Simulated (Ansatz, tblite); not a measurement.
Cost and result up the ladder for GeHMe2F (C₂H₇FGe) (11 atoms). Charge 0, multiplicity 1. Geometry: PBE0-D4/def2-SVP.

```xyz
11

Ge    0.051    0.015    0.712
H    -0.657    0.721    1.885
C     0.985    1.254   -0.450
H     0.272    1.945   -0.925
H     1.518    0.703   -1.238
H     1.715    1.843    0.123
C    -1.120   -1.196   -0.247
H    -1.557   -1.936    0.438
H    -0.555   -1.728   -1.026
H    -1.938   -0.637   -0.727
F     1.286   -0.986    1.455
```

Ansatz on 4 threads of Intel Xeon Platinum 8259CL on a shared host; xTB runs through tblite on one thread. Times are rough, summed over both states, and most runs start from the orbitals of an earlier one. PBE0-D4/def2-TZVP serves as the yardstick here, not as an exact answer. The other state is a doublet.

The xTB rows come from tblite.

Run but left out: PBE-D4/def2-TZVP (charge +1 doublet: an occupied level 0.06 eV above an empty one).

Raw xTB energies of ions are shifted by several eV.

| level | functions | wall time |
| --- | --- | --- |
| GFN2-xTB | 28 | 0.013 s |
| GFN1-xTB | 35 | 0.022 s |
| PBE0-D4/def2-TZVP (with forces) | 183 | 7.2 s |
| r2SCAN-D4/def2-TZVP | 183 | 8.4 s |

Estimate what each level gives for the vertical IE (eV).


| level | vertical IE (eV) | difference from PBE0-D4/def2-TZVP (eV) |
| --- | --- | --- |
| GFN2-xTB | 14.48 | 3.70 |
| GFN1-xTB | 15.05 | 4.26 |
| PBE0-D4/def2-TZVP (with forces) | 10.78 | 0.00 |
| r2SCAN-D4/def2-TZVP | 10.57 | -0.21 |
